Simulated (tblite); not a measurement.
C4H12Si2.
Atom-mapped SMILES: `[CH2:1]=[CH:2][SiH2:3][C@H:4]([CH3:5])[SiH3:6]` (hydrogens: H7, H8 on C1; H9 on C2; H10, H11 on Si3; H12 on C4; H13, H14, H15 on C5; H16, H17, H18 on Si6)

Geometry (GFN2-xTB, Å), atoms numbered from 1 in this order:
```
atom  x, y, z in Å
C1     2.2169    1.2547    1.8988
C2     1.5867    1.2299    0.7358
Si3    1.1367   -0.3283   -0.2164
C4    -0.7452   -0.6428   -0.1072
C5    -1.1317   -1.8531   -0.9582
Si6   -1.8072    0.8732   -0.5596
H7     2.5334    0.3478    2.3887
H8     2.4498    2.1720    2.4190
H9     1.2984    2.1752    0.2906
H10    1.8582   -1.4820    0.3425
H11    1.5289   -0.1561   -1.6233
H12   -0.9708   -0.8881    0.9370
H13   -0.5604   -2.7348   -0.6698
H14   -0.9370   -1.6609   -2.0117
H15   -2.1906   -2.0876   -0.8503
H16   -1.4564    1.3522   -1.8989
H17   -1.5936    1.9378    0.4225
H18   -3.2250    0.4972   -0.5512
```

Calculated harmonic vibrations of the isolated species, GFN2-xTB (tblite), most abundant isotopes, no scaling. Errors from tens to a few hundred cm⁻¹ against measured bands are possible. Modes of hydrogen on silicon can be 10 to 20 % off. One conformer, not necessarily the lowest.

Harmonic wavenumbers (cm⁻¹): 34.5, 41.3, 112.1, 139.2, 198.1, 224.3, 254.7, 286.1, 299.6, 463.2, 490.2, 508.8, 543.5, 574.2, 652.7, 692.6, 742.2, 782.0, 783.9, 796.7, 798.8, 801.9, 918.3, 990.3, 1008.3, 1030.7, 1049.6, 1078.3, 1147.5, 1269.4, 1277.0, 1423.2, 1425.1, 1514.8, 1518.7, 1673.4, 2187.9, 2200.7, 2232.3, 2248.3, 2254.5, 2905.4, 2994.5, 3004.0, 3022.5, 3024.4, 3069.2, 3098.4.

A = 3184, B = 1324, C = 1030 MHz; mass 116.048 u (most abundant isotopes); point group C1, symmetry number 1.

Question: Zero-point energy?

Answer: ½Σν̃ = 29894 cm⁻¹ = 357.61 kJ/mol.

Question: What is S at 400 K and 1 bar for an ideal gas of classical rigid rotors and harmonic oscillators?

Answer: Translation 174.25, rotation 123.72, vibration 175.66: S = 473.6 J/(mol K).

Question: And Cp and H(400 K) − H(0)?

Answer: Cp = 204.45 J/(mol K), of which vibrations give 171.19 (their classical limit is 48 R = 399.1); H(400 K) − H(0) = 48.85 kJ/mol without the zero-point energy, 35.55 from vibrations.

Question: Blend soft modes into free rotors: weight 1/[1 + (100 cm⁻¹/ν̃)⁴] for the oscillator and the rest for a rotor with moment μB/(μ + B), μ = h/(8π²ν), B = 10⁻⁴⁴ kg m². What vibrational entropy results?

Answer: 158.77 J/(mol K) in place of 175.66, which changes −T·S at 400 K by +6.76 kJ/mol.

Question: How do the functions run with temperature in this model?

Answer: 
| T (K) | S (J/(mol K)) | Cp (J/(mol K)) | H − H(0) (kJ/mol) | G − H(0) (kJ/mol) | ln q(vib) |
| --- | --- | --- | --- | --- | --- |
| 50 | 247.5 | 56.6 | 2.22 | -10.15 | 0.89 |
| 100 | 293.8 | 79.5 | 5.63 | -23.75 | 2.27 |
| 298.15 | 419.3 | 165.8 | 29.94 | -95.09 | 7.70 |
| 373.15 | 459.8 | 195.0 | 43.49 | -128.07 | 9.72 |
| 500 | 522.7 | 235.7 | 70.91 | -190.45 | 13.08 |
| 750 | 629.9 | 292.7 | 137.47 | -334.95 | 19.36 |
| 1000 | 719.7 | 330.8 | 215.71 | -503.96 | 25.11 |

q(vib) and H(0) count from the zero-point level.

Question: What must be added to the electronic energy to get the Gibbs energy at 400 K and 1 bar?

Answer: ZPE + [H(400 K) − H(0)] − T·S = 357.61 + 48.85 − 189.46 = 217.00 kJ/mol.

Question: Which modes carry the vibrational entropy at 400 K?

Answer: 34.5 cm⁻¹: 25.67; 41.3 cm⁻¹: 24.18; 112.1 cm⁻¹: 15.92; 139.2 cm⁻¹: 14.15; 198.1 cm⁻¹: 11.31; 224.3 cm⁻¹: 10.32 J/(mol K); the other 42 give 74.11 together.

Hindered rotation and anharmonicity are outside this model. Other conformers, if any are populated, would add a mixing term that is left out. The structure is chiral; the term R ln 2 for an equal mix with its mirror image is left out.

On one thread, Arm Neoverse V1 (aarch64), on a shared host, this took 0.66 s of wall time. This covers the Hessian and the dipole derivatives.
